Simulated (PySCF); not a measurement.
# Electronic absorption of C6H4O

C6H4O.
SMILES: `CC#CC#CC=O`

The calculation used TDDFT CAM-B3LYP/def2-SVPD, vertical, gas phase, core orbitals frozen in the response (PySCF 2.14.0, density-fitted response routines). Geometry: PBE0-D3(BJ)/def2-SVP; no solvent, vibrations or thermal averaging.

```
state  E (eV)  λ (nm)       f  |μ| (D)  main configurations (H = HOMO, L = LUMO)
   S1    3.68   337.2  0.0001     0.09                     H→L (86%), H-2→L (8%)
   S2    3.82   324.8  0.0001     0.10                     H-2→L (82%), H→L (9%)
   S3    4.37   283.9   0.100     2.45                  H-1→L (67%), H→L+1 (29%)
   S4    4.91   252.4  0.0001     0.08                             H-1→L+1 (97%)
   S5    6.27   197.8  0.0001     0.07                  H-4→L (65%), H→L+4 (29%)
   S6    6.52   190.2   0.962     6.24   H→L+1 (34%), H-1→L+4 (18%), H-1→L (18%)
```

The lowest singlet lies at 3.68 eV (337 nm, ultraviolet) and is dark (f under 0.0005); its leading configuration is HOMO→LUMO (86%). The strongest level in the table is S6 at 6.52 eV (190 nm, f = 0.962). It is the last of those listed, so stronger ones may follow. Löwdin shares by element: HOMO carbon 86% or more; LUMO carbon 52% or more, oxygen 22% (atoms not listed hold the other 26%). Weighted by f, the mean energy of these states is 6.31 eV. Of the 6 states listed, 2 reach f = 0.01 and 4 stay under 0.0005. The oscillator strengths of these states sum to 1.062; summed over the whole spectrum of an exact calculation they would give the number of electrons, 48 (Thomas–Reiche–Kuhn). The window holds the lowest 6 singlets.
